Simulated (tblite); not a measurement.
Isomers of C6H8NOSi (doublet state). Method: GFN2-xTB as coded in tblite; computed harmonic values from a numerical Hessian at the method's own geometry, unscaled. This tight-binding method is rough: wavenumbers can miss measured ones by several per cent, in bad cases by 10 to 20. Modes of hydrogen on silicon can be 10 to 20 % off. One conformer each. Open shells enter through the occupations alone, without spin polarisation, and single modes of such species can be off by tens of per cent.

Electronic energies: GFN2-xTB at the same geometries; isomer energies are rough at this level and their order can be wrong.

```
                      SMILES  electronic energy, lowest = 0 (kJ/mol)
[H]/N=C\c1ccc([SiH2][CH2])o1                                    31.5
       C[SiH2]c1ccc(C=[N])o1                                     0.0
  [H]/N=C\c1[c]cc([SiH2]C)o1                                    91.7
```

Problem. How do GFN2-xTB zero-point energies change the relative energies?

Solution. 
```json
{"SMILES": "C[SiH2]c1ccc(C=[N])o1", "ZPE (kJ/mol)": "311.5", "of it from modes above 1550 cm⁻¹": "146.4", "electronic (kJ/mol)": "0.0", "with ZPE, lowest = 0 (kJ/mol)": "0.0", "lowest mode (cm⁻¹)": "19", "rings": "1"}
{"SMILES": "[H]/N=C\\c1ccc([SiH2][CH2])o1", "ZPE (kJ/mol)": "310.0", "of it from modes above 1550 cm⁻¹": "149.3", "electronic (kJ/mol)": "31.5", "with ZPE, lowest = 0 (kJ/mol)": "30.0", "lowest mode (cm⁻¹)": "21", "rings": "1"}
{"SMILES": "[H]/N=C\\c1[c]cc([SiH2]C)o1", "ZPE (kJ/mol)": "314.1", "of it from modes above 1550 cm⁻¹": "148.3", "electronic (kJ/mol)": "91.7", "with ZPE, lowest = 0 (kJ/mol)": "94.3", "lowest mode (cm⁻¹)": "20i", "rings": "1"}
```

The zero-point energies span 4.1 kJ/mol, from `[H]/N=C\c1ccc([SiH2][CH2])o1` to `[H]/N=C\c1[c]cc([SiH2]C)o1`. Slightly imaginary modes are left out of the zero-point energy: `[H]/N=C\c1[c]cc([SiH2]C)o1` 19.5i cm⁻¹. The order is unchanged.
